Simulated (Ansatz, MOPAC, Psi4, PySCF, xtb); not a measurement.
Dimer: C2H4 (SMILES C=C) (first 6 atoms) with H4OSi (SMILES O[SiH3]); geometry from B3LYP-D3(BJ)/def2-TZVP, rigid monomers moved along the line of their centres of mass till C2···H9 is 2.21 Å.
(charge 0, multiplicity 1):
```xyz
12

C      0.6359     0.5771     0.2490
C     -0.0404    -0.5603     0.1469
H      0.1645     1.4910     0.5903
H      1.6860     0.6407    -0.0089
H      0.4294    -1.4733    -0.1983
H     -1.0918    -0.6222     0.4008
O      0.7065    -0.5017     3.1602
Si    -0.6082     0.2358     3.8255
H      0.7830    -0.4613     2.1984
H     -0.6394     1.6898     3.5211
H     -0.5070     0.0374     5.2853
H     -1.8804    -0.3502     3.3297
```

```tsv
level	interaction energy (kcal/mol)	cost
AM1	0.30	-
PM6	-0.66	-
GFN1-xTB	-2.64	-
GFN2-xTB	-2.33	-
HF/STO-3G (no counterpoise)	1.74	-
HF/6-31G*	1.47	-
HF/6-31G* (no counterpoise)	-0.20	-
r2SCAN-D4/def2-TZVPPD	-3.43	×2
B3LYP/6-31G*	-0.74	-
PBE0/def2-TZVPPD	-2.00	×1
PBE0-D3(BJ)/def2-TZVPPD	-3.68	×1
M06-2X/6-31G* (no counterpoise)	-4.55	-
CCSD(T)/aug-cc-pV(D+d)Z	-1.68	×10
SAPT0/jun-cc-pV(D+d)Z	-1.63	-
```

The rows run from -4.55 (M06-2X/6-31G* (no counterpoise)) to 1.74 kcal/mol (HF/STO-3G (no counterpoise)). The dispersion term adds -1.68 in PBE0-D3(BJ).

Monomers are frozen at their geometry in the pair; levels with a basis set take the counterpoise correction. Rows marked so take none.

Correlated levels freeze the cores. Rows in 6-31G*, STO-3G carry no dispersion term and start afresh at each structure (6-31G* with six Cartesian d functions). The state reached by AM1, PM6 isn't checked.

Programs: Ansatz (a quantum-chemistry and plane-wave program); MOPAC for AM1, PM6 (differences of heats of formation); Psi4 for SAPT; PySCF for 6-31G* rows, STO-3G rows, the dispersion terms; xtb for the GFN methods. Each number belongs to the level named beside it.

Costs are rough ratios of core time to PBE/def2-TZVPPD (about 8 s over the structures, on one shared machine); a dash marks a level with no comparable run of its own.
